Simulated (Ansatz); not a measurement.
A structure relaxed at PBE0-D4/def2-TZVP, charge 0, multiplicity 1:

Cartesian coordinates in Å:
```
C 1.999 0.601 0.682
C 0.934 0.480 -0.055
C -0.147 0.336 -0.764
Si -1.580 -0.682 -0.151
H 2.822 -0.099 0.594
H 2.094 1.410 1.399
H -0.205 0.826 -1.735
H -1.857 -1.802 -1.090
H -2.808 0.154 -0.069
H -1.252 -1.223 1.191
```

(1) Give its formula and SMILES.

(2) Point group (tolerance 0.08 Å, 0.16 Å for H)?

(3) Summarise the bond lengths by kind.

Answers

(1) C3H6Si, `C=C=C[SiH3]`.

(2) Cs.

(3) 2 × C–C 1.300 to 1.301 Å; 3 × C–H 1.085 to 1.089 Å; 1 × C–Si 1.861 Å; 3 × H–Si 1.483 to 1.488 Å.

All numbers were calculated with Ansatz.
